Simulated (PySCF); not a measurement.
# IOF₃: breathing scan

Level of theory: PBE0 in PySCF with I def2-SVP with ECP28, O def2-SVP, F def2-SVP; scalar-relativistic core potentials, no spin–orbit coupling; density-fitted integrals.

Rigid scan from the singlet minimum (I–F 1.907 Å, I–F 1.943 Å (×2), I–O 1.768 Å; F–I–F 84.0° (×2), F–I–F 166.6°, F–I–O 94.5° (×2), F–I–O 105.8°). Coordinate: all bonds to the central atom scaled together. Energies in kJ/mol from the minimum.

```
scale of all bonds to the centre  E (kJ/mol)  dipole size (D)
                            0.88       456.9             2.67
                            0.92       176.0             2.89
                            0.96        38.2             3.09
                            1.00         0.0             3.27
                            1.04        29.2             3.40
                            1.08       102.4             3.51
                            1.14       258.7             3.60
                            1.22       499.3             3.63
                            1.35       870.7             3.51
```

At long bonds a restricted determinant can lie too high, and another spin state can fall below this curve.

Other isomers or separated fragments may lie lower.
